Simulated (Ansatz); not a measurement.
Reaction: C2H4Si (ethynylsilane, SMILES C#C[SiH3]) → C2H3Si (SMILES C(#[C])[SiH3], doublet) + H (doublet) (the C-H bond breaks)
Each species at its own B3LYP-D3(BJ)/def2-TZVP minimum (Ansatz, a first-principles code).

Quantity: bond dissociation energy (electronic), in kcal/mol. Open shells are spin-unrestricted; no spin-orbit coupling. CBS(X,Y): correlation extrapolated as X^-3, Hartree-Fock from the larger set. A bracket is a step between two methods taken in the basis named. Functionals run without relativity, which enters their misses. '+ core + X2C': CCSD(T) terms for core correlation (cc-pwCVTZ, 1s frozen past Ne) and scalar relativity (cc-pVTZ-DK). Where a partner has so few electrons that a lower coupled-cluster level is exact, that level stands in. The UHF reference of C2H3Si ([C]#C[SiH3], doublet) is spin-contaminated (<S^2> up to 0.41 over the pure value in the sets run).

CCSD(T)/CBS(cc-pV(T+d)Z,cc-pV(Q+d)Z) + [CCSDT(Q) - CCSD(T)]/cc-pV(D+d)Z + core + X2C (Ansatz) gives 137.8 kcal/mol.

Problem. What does PBE/def2-TZVPD (Ansatz) give here, and how do the other levels compare?

Solution. PBE gives 135.5 kcal/mol, 2.3 kcal/mol below it. Differences of the others: PBE0/def2-TZVPD (Ansatz) -2.0; CCSD(T)/CBS(cc-pV(T+d)Z,cc-pV(Q+d)Z) + core + X2C (Ansatz) 0.9 kcal/mol.
